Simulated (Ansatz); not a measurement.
One change: `[F][Zr]([F])([F])[SH]` becomes `[CH3][Zr]([F])([F])[F]`.

Ansatz, PBE0-D4/def2-TZVP geometries, multiplicity 1. Each molecule was computed in one conformer, which needn't be the lowest.

Elements past krypton have def2 core potentials.

```json
{"property": "LUMO energy (PBE/def2-TZVPP) / eV", "`[F][Zr]([F])([F])[SH]`": "-2.73"}
{"property": "LUMO energy (PBE0/def2-TZVPP) / eV", "`[F][Zr]([F])([F])[SH]`": "-1.88"}
{"property": "HOMO–LUMO gap (PBE/def2-TZVPP) / eV", "`[F][Zr]([F])([F])[SH]`": "4.20"}
{"property": "HOMO energy (B3LYP/def2-TZVPP) / eV", "`[F][Zr]([F])([F])[SH]`": "-7.94"}
{"property": "ideal-gas entropy at 298 K and 1 bar (rigid rotor, harmonic PBE0-D4/def2-TZVP) / J/(mol·K)", "`[F][Zr]([F])([F])[SH]`": "379"}
{"property": "size of the dipole moment (ωB97M-V/def2-TZVPP) / D", "`[F][Zr]([F])([F])[SH]`": "0.52"}
```

(1) What does the change do to each property? (An estimate is asked.)

## Answers

(1) The calculation gave: 
```csv
property,`[CH3][Zr]([F])([F])[F]`,shift
LUMO energy (PBE/def2-TZVPP) / eV,-2.13,0.60
LUMO energy (PBE0/def2-TZVPP) / eV,-1.20,0.68
HOMO–LUMO gap (PBE/def2-TZVPP) / eV,4.88,0.68
HOMO energy (B3LYP/def2-TZVPP) / eV,-8.15,-0.21
"ideal-gas entropy at 298 K and 1 bar (rigid rotor, harmonic PBE0-D4/def2-TZVP) / J/(mol·K)",362,-17
size of the dipole moment (ωB97M-V/def2-TZVPP) / D,0.95,0.43
```

With PBE0 the HOMO falls by 0.19 eV and the LUMO rises by 0.68 eV, so the gap widens by about 0.87 eV. PBE moves the HOMO by -0.06 eV and ωB97M-V by -0.30 eV. The zero-point energy changes by 67.2 kJ/mol with +6 modes. Dipoles are sizes alone; their direction can turn. Modes under 60 cm⁻¹, often nearly free rotors, make the harmonic entropy too high.

B3LYP here is the variant with VWN-RPA as its local correlation; programs differ in this.
